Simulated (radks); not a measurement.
Fractional charge and spin in the 4p shell of molybdenum: the spin-up occupation runs from 2 to 3 and the spin-down occupation from 2 to 3; the fullest corner is Mo+, [Ar] 3d10 4s2 4d(up 2.5, down 2.5) 4p(up 3, down 3). All-electron calculation, scalar-relativistic Kohn-Sham, SCAN, spin-polarised, spherical densities, finite nucleus; meta-GGA in the generalised Kohn-Sham scheme; Fermi nuclear charge, rms radius of each element as measured or else 0.836 A^(1/3) + 0.57 fm. Program: a radial shooting solver on a logarithmic mesh with Libxc functionals. Energy (eV) minus the two flat planes that join the four corners (they meet along the diagonal where the two added fractions sum to one electron); zero is where a piecewise linear energy would lie.

down \ up       2    2.25     2.5    2.75       3
2           0.000  -1.309  -1.735  -1.300   0.000
2.25       -1.309  -1.623  -1.068   0.325  -1.152
2.5        -1.735  -1.068   0.440  -0.940  -1.531
2.75       -1.300   0.325  -0.940  -1.418  -1.147
3           0.000  -1.152  -1.531  -1.147   0.000

Corners above the fullest one (they belong to Mo2+ and the next ion): (up 3, down 2) 52.395 eV, (up 2, down 3) 52.395 eV, (up 2, down 2) 119.64 eV. With half an added electron in each spin the energy lies 0.440 eV from the planes, and with half an added electron in spin up alone -1.735 eV. The planes are only a guide here: the flat-plane condition holds for ground states with one frontier orbital, while this shell lies below other occupied shells, so the corners above the fullest one are inner-hole states and not the ground states of those ions.
